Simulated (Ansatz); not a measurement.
One change: `CC[Si](F)(F)F` becomes `CN[Si](F)(F)F`.

Ansatz, PBE0-D4/def2-TZVP geometries, multiplicity 1. Each molecule was computed in one conformer, which needn't be the lowest.

```tsv
property	`CC[Si](F)(F)F`
HOMO–LUMO gap (PBE0/def2-TZVPP) / eV	10.29
HOMO–LUMO gap (ωB97M-V/def2-TZVPP) / eV	14.05
size of the dipole moment (PBE/def2-TZVPP) / D	2.43
LUMO energy (PBE/def2-TZVPP) / eV	-0.05
size of the dipole moment (ωB97M-V/def2-TZVPP) / D	2.48
HOMO energy (PBE/def2-TZVPP) / eV	-8.05
```

(1) What does the change do to each property? (Estimate.)

## Answers

(1) The calculation gave: 
```tsv
property	`CN[Si](F)(F)F`	shift
HOMO–LUMO gap (PBE0/def2-TZVPP) / eV	8.44	-1.85
HOMO–LUMO gap (ωB97M-V/def2-TZVPP) / eV	12.29	-1.76
size of the dipole moment (PBE/def2-TZVPP) / D	2.88	0.45
LUMO energy (PBE/def2-TZVPP) / eV	-0.23	-0.18
size of the dipole moment (ωB97M-V/def2-TZVPP) / D	2.94	0.46
HOMO energy (PBE/def2-TZVPP) / eV	-6.30	1.75
```

With PBE0 the HOMO rises by 1.71 eV and the LUMO falls by 0.14 eV, so the gap narrows by about 1.85 eV. PBE moves the HOMO by 1.75 eV and ωB97M-V by 1.62 eV. The zero-point energy changes by -28.7 kJ/mol with -3 modes. Dipoles are sizes alone; their direction can turn.
